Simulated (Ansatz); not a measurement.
Geometry optimisation, UKS PBE-D4/def2-SVP in Ansatz 0.2.0.

Input file:

```yaml
crystal:
  periodic: [false, false, false]
  atoms:
    - { symbol: Sn, position_ang: [0.0, 0.0, 0.0] }
    - { symbol: Cl, position_ang: [0.0, 0.0, 2.66] }
    - { symbol: H, position_ang: [1.6408, 0.0, -0.5794] }
    - { symbol: H, position_ang: [-0.8195, 1.4198, -0.5794] }
    - { symbol: H, position_ang: [-0.8195, -1.4198, -0.5794] }
    - { symbol: H, position_ang: [0.0, 0.0, 4.33] }
magnetization:
  spin_polarized: true
  initial_magnetization: 1
basis:
  gaussian: { orbitals: def2-SVP }
hamiltonian:
  xc: pbe
  dispersion: d4
relax:
  f_tol: 0.15
  max_steps: 25
  restrain:
    - { distance: [1, 5], at: 1.37, k: 30.0 }
    - { distance: [0, 1], at: 3.61, k: 30.0 }
output:
  orbitals: {}
```

Command:

```bash
$ ansatz run input.yaml --threads 1 --pin off --max-ram 2048MiB --backend cpu --events-out ev --progress --plain --runs-dir out
```

Task: Where does it end, and by what steps?

Result: The forces met the threshold. The restraints hold the end off the free minimum; the threshold counts their pulls, which the force column leaves out. Restrained pairs: Cl2–H6 (1.67 → 1.34 Å), Sn1–Cl2 (2.66 → 3.61 Å). After 6 steps the energy has fallen by 0.594 eV (the restraints' own energy left out); Cl2 moved furthest, 0.69 Å.

```json
{"step": "0", "energy less start (eV)": "0.0000", "largest force component (eV/Å)": "1.097", "accepted": "yes"}
{"step": "1", "energy less start (eV)": "-0.2825", "largest force component (eV/Å)": "2.006", "accepted": "yes"}
{"step": "2", "energy less start (eV)": "-0.3752", "largest force component (eV/Å)": "0.916", "accepted": "yes"}
{"step": "3", "energy less start (eV)": "-0.4328", "largest force component (eV/Å)": "0.840", "accepted": "yes"}
{"step": "4", "energy less start (eV)": "-0.5826", "largest force component (eV/Å)": "1.096", "accepted": "yes"}
{"step": "5", "energy less start (eV)": "-0.5927", "largest force component (eV/Å)": "0.940", "accepted": "yes"}
{"step": "6", "energy less start (eV)": "-0.5939", "largest force component (eV/Å)": "0.943", "accepted": "yes"}
```

```xyz
6
Properties=species:S:1:pos:R:3
Sn 0.000 0.000 -0.255
Cl 0.000 0.000 3.355
H 1.638 0.000 -0.847
H -0.819 1.419 -0.847
H -0.819 -1.419 -0.847
H -0.001 0.000 4.694
```

Time of the run: 26 s on 1 thread of Intel(R) Xeon(R) Platinum 8259CL CPU @ 2.50GHz (Skylake/Cascade Lake) (shared host), peak memory 0.14 GiB.
